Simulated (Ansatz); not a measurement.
Consider the hydrogenolysis of a Ga–Br bond: `[SH][Ga]([SH])[Br]` + H₂ → `[SH][GaH][SH]` + HBr.

Program: Ansatz. Geometries: PBE0-D4/def2-TZVP. ΔE: electronic, gas phase. CBS: MP2 limit from def2 TZ/QZ plus the TZ coupled-cluster correction, frozen cores. This one scheme is used for every species. Functionals use def2-TZVPP. For Br, Ga outer-core shells are correlated without core-valence functions, which leaves a few kJ/mol of doubt a bond. Scalar relativity is left out up to krypton. Each species was taken in one conformer, which may not be the lowest.

`[SH][Ga]([SH])[Br]`:

Z-matrix (Å, degrees):
```
Ga
S 1 2.185
Br 1 2.286 2 119.5
S 1 2.185 2 121.1 3 180.0
H 2 1.344 1 92.6 3 0.1
H 4 1.344 1 92.6 2 179.7
```

H₂:

Z-matrix (Å, degrees):
```
H
H 1 0.746
```

`[SH][GaH][SH]`:

Z-matrix (Å, degrees):
```
Ga
S 1 2.198
S 1 2.198 2 120.4
H 1 1.553 2 119.8 3 -180.0
H 2 1.343 1 95.2 3 -0.0
H 3 1.343 1 95.3 2 0.0
```

HBr:

```xyz
2

Br   -0.709    0.016    0.042
H     0.709   -0.016   -0.042
```

| level | ΔE (eV) |
| --- | --- |
| r2SCAN | 1.15 |
| CCSD(T)/def2-TZVPP | 1.12 |
| MP2/def2-QZVPP | 1.24 |
| HF/CBS(def2) | 1.05 |

What does CCSD(T)/CBS give? (An estimate is asked.)

Computed: +1.14 eV. The listed levels differ from it by 0.01, -0.02, 0.10, -0.09 eV.

Largest T1 diagnostic among the species: 0.013.

The D4 term adds +0.10 eV with B3LYP and +0.05 eV with PBE0; it sums over pairs of atoms, weighted by their polarisabilities, and B3LYP, whose exchange is more repulsive, gets the larger term. In def2-TZVPP, CCSD(T) changes the Hartree–Fock value by +0.04 eV (the triples alone add +0.03 eV) and MP2 by +0.16 eV.

B3LYP here is the variant with VWN-RPA as its local correlation; programs differ in this.
